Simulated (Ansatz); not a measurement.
Reaction (redistribution): `F[Si](F)(F)[SiH2]Cl` + `CO[SiH](O)F` → `O[SiH](F)[SiH2]Cl` + `CO[Si](F)(F)F`

Calculated with Ansatz (gas phase, PBE0-D4/def2-TZVP geometries, no zero-point term in ΔE). CCSD(T)/CBS adds triple-zeta CCSD(T) − MP2 to the extrapolated MP2 energy (def2 sets, frozen cores). DFT in def2-TZVPP. B3LYP here is the variant with VWN-RPA as its local correlation; programs differ in this. HSE06 is defined as in plane-wave codes. Each species was taken in one conformer, which may not be the lowest.

`F[Si](F)(F)[SiH2]Cl`:

Cartesian coordinates in Å:
```
F 1.496 1.528 -0.712
Si 0.036 0.927 -0.692
F -0.930 2.048 -0.139
F -0.379 0.644 -2.192
Si -0.080 -1.021 0.588
Cl 0.468 -0.542 2.505
H -1.465 -1.545 0.591
H 0.854 -2.038 0.051
```

`CO[SiH](O)F`:

Cartesian coordinates in Å:
```
C -1.428 0.145 0.756
O -0.411 0.522 -0.149
Si 1.062 -0.152 -0.246
O 1.807 0.406 -1.571
F 0.873 -1.735 -0.309
H -1.133 0.349 1.790
H -1.671 -0.917 0.660
H -2.318 0.733 0.528
H 1.924 0.127 0.912
H 1.294 0.521 -2.372
```

`O[SiH](F)[SiH2]Cl`:

Cartesian coordinates in Å:
```
O -1.165 0.352 -1.570
Si -1.013 -0.427 -0.144
F -2.004 0.180 0.954
Si 1.177 -0.100 0.647
Cl 1.677 1.801 -0.017
H -0.709 1.192 -1.666
H -1.425 -1.827 -0.379
H 1.313 -0.120 2.124
H 2.149 -1.051 0.051
```

`CO[Si](F)(F)F`:

Z-matrix (Å, degrees):
```
C
O 1 1.417
H 1 1.093 2 110.9
H 1 1.093 2 110.9 3 -121.7
H 1 1.089 2 107.6 3 119.1
Si 2 1.596 1 127.0 3 61.4
F 6 1.566 2 108.3 1 179.8
F 6 1.574 2 112.2 1 -60.3
F 6 1.574 2 112.2 1 59.8
```

| level | ΔE (kJ/mol) | difference from CCSD(T)/CBS |
| --- | --- | --- |
| PBE-D4 | 4.8 | 2.6 |
| revPBE-D4 | 4.6 | 2.4 |
| BLYP-D4 | 6.6 | 4.4 |
| r2SCAN-D4 | 1.9 | -0.3 |
| B97M-V | 1.1 | -1.1 |
| PBE0-D4 | 2.5 | 0.3 |
| B3LYP-D4 | 4.7 | 2.5 |
| r2SCAN0-D4 | 0.7 | -1.5 |
| HSE06-D4 | 2.4 | 0.2 |
| BHLYP-D4 | 2.9 | 0.7 |
| CAM-B3LYP-D4 | 5.4 | 3.2 |
| ωB97X-V | 4.3 | 2.1 |
| B2PLYP | 4.7 | 2.5 |
| PBE-QIDH | 1.8 | -0.4 |
| PBE | 5.4 | 3.2 |
| revPBE | 6.0 | 3.8 |
| r2SCAN | 2.0 | -0.2 |
| PBE0 | 3.0 | 0.8 |
| B3LYP | 5.6 | 3.4 |
| r2SCANh | 1.5 | -0.7 |
| r2SCAN0 | 0.8 | -1.4 |
| HSE06 | 2.8 | 0.6 |
| BHLYP | 3.5 | 1.3 |
| CAM-B3LYP | 5.9 | 3.7 |
| LC-ωPBE | 4.9 | 2.7 |
| RPA@PBE/def2-TZVPP | 2.4 | 0.2 |
| HF/def2-SVP | 0.7 | -1.5 |
| MP2/def2-SVP | 1.5 | -0.7 |
| CCSD(T)/def2-SVP | 1.0 | -1.2 |
| HF/def2-TZVPP | 1.0 | -1.2 |
| MP2/def2-TZVPP | 3.2 | 1.0 |
| SCS-MP2/def2-TZVPP | 3.3 | 1.1 |
| CCSD/def2-TZVPP | 2.0 | -0.2 |
| CCSD(T)/def2-TZVPP | 2.2 | 0.0 |
| HF/def2-QZVPP | 1.1 | -1.1 |
| MP2/def2-QZVPP | 3.2 | 1.0 |
| SCS-MP2/def2-QZVPP | 3.3 | 1.1 |
| HF/CBS(def2) | 1.1 | -1.1 |
| MP2/CBS(def2) | 3.2 | 1.0 |
| CCSD/CBS(def2) | 2.0 | -0.2 |
| CCSD(T)/CBS | 2.2 | 0 |

Largest T1 diagnostic among the species: 0.012.

From BLYP to BHLYP (50 % exact exchange), in def2-TZVPP and without D4, ΔE moves by −4.3 kJ/mol. Leaving LDA and LC-ωPBE aside and taking each functional with its dispersion term where it has one, the values spread over 5.9 kJ/mol, from r2SCAN0-D4 to BLYP-D4.
